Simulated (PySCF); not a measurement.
**Palladium: a sound run and one with changed settings**

Sound run: Pd⁺ [Kr] 4d9, Pd²⁺ [Kr] 4d8. Calculation: PySCF 2.14, in cc-pVDZ-PP with ECP28MDF (4s4p3d1f, 38 functions); scalar relativity through the core potential. The sound run starts from symmetry-adapted Hartree-Fock orbitals and uses a fine grid where one is needed.

Changed run: 14 angular points. This setting is unsound on purpose.

```csv
species,method,sound run (hartree),changed run (hartree),converged
Pd⁺,UHF,-126.37625,-126.37625,yes
Pd⁺,B3LYP,-127.17368,-127.18835,yes
Pd⁺,PBE0,-127.12434,-127.14026,yes
Pd²⁺,UHF,-125.73771,-125.73771,yes
Pd²⁺,B3LYP,-126.45444,-126.50227,yes
Pd²⁺,PBE0,-126.41213,-126.46374,yes
```

Ionisation energy of Pd⁺:

```
method  sound run (eV)  changed run (eV)
   UHF          17.376            17.376
 B3LYP          19.572            18.669
  PBE0          19.380            18.409
```

A coarse angular grid integrates products of high-l functions wrongly, so density functionals can shift, and the SCF can exploit the error; Hartree-Fock and MP2 need no grid.

For comparison, NIST gives 19.43 ± 0.12 eV between the lowest levels.
